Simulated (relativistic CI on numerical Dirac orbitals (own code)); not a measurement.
# Cu²⁺ in a cubic cluster: 2p photoemission with charge transfer

Computed with a charge-transfer multiplet model of a cubic metal-ligand cluster with up to one ligand hole, Slater and spin-orbit integrals from Dirac-Coulomb-Breit ions, Slater integrals scaled by 0.7. The ground state mixes d9 with configurations of k ligand holes L, whose averages lie at kΔ + k(k − 1)U_dd/2; a core hole lowers each added d electron by U_cd. 20 K, Lorentzian 0.6 eV and Gaussian 0.8 eV FWHM.

Atomic integrals in eV (Slater integrals scaled, ζ unscaled), ground: F2dd 9.683, F4dd 6.042, zeta_d 0.099; with the core hole: F2dd 9.683, F4dd 6.042, zeta_d 0.138, zeta_core 13.377, F2cd 6.178, G1cd 4.735, G3cd 2.694.

Cluster parameters (eV): Δ = 0.6, U_dd = 8.5, U_cd = 11, 10Dq(ligand) = 0.8, V(eg) = 2.05, V(t2g) = -1.11, final-state hopping factor = 0.9.

```tsv
Case	n_d	d9	d10L	S
10Dq = 0.1 eV	9.48	0.52	0.48	0.50
10Dq = 0.4 eV	9.45	0.55	0.45	0.50
10Dq = 0.7 eV	9.43	0.57	0.43	0.50
10Dq = 1 eV	9.41	0.59	0.41	0.50
10Dq = 1.3 eV	9.39	0.61	0.39	0.50
```

Weights, n_d and S are thermal averages at 20 K. Binding energies count from the first peak over 30 % of the highest in each spectrum, which can be another peak from case to case. The parameters are a model scan and need not match a compound or its usual spin state. Peaks in eV (height, largest 100):
- 10Dq = 0.1 eV: 0.0 (100), 10.3 (24), 12.8 (18), 20.1 (50), 31.7 (19)
- 10Dq = 0.4 eV: 0.0 (100), 10.3 (30), 12.7 (20), 20.1 (50), 31.6 (20)
- 10Dq = 0.7 eV: 0.0 (100), 10.2 (36), 12.5 (21), 20.1 (50), 31.6 (21)
- 10Dq = 1 eV: 0.0 (100), 10.1 (42), 12.4 (21), 20.1 (50), 30.5 (18), 31.5 (21)
- 10Dq = 1.3 eV: 0.0 (100), 10.0 (49), 12.2 (22), 20.1 (50), 30.4 (21), 31.4 (21)

For the case 10Dq = 1 eV, Δ = 0.6 eV is smaller than U_dd = 8.5 eV, the charge-transfer side of the Zaanen-Sawatzky-Allen scheme. With the core hole the average of the configuration with one ligand hole lies at Δ − U_cd = -10.4 eV before mixing: it lies below the unscreened one, so the lowest final states are mostly screened and the unscreened weight appears at higher binding energy as a satellite.
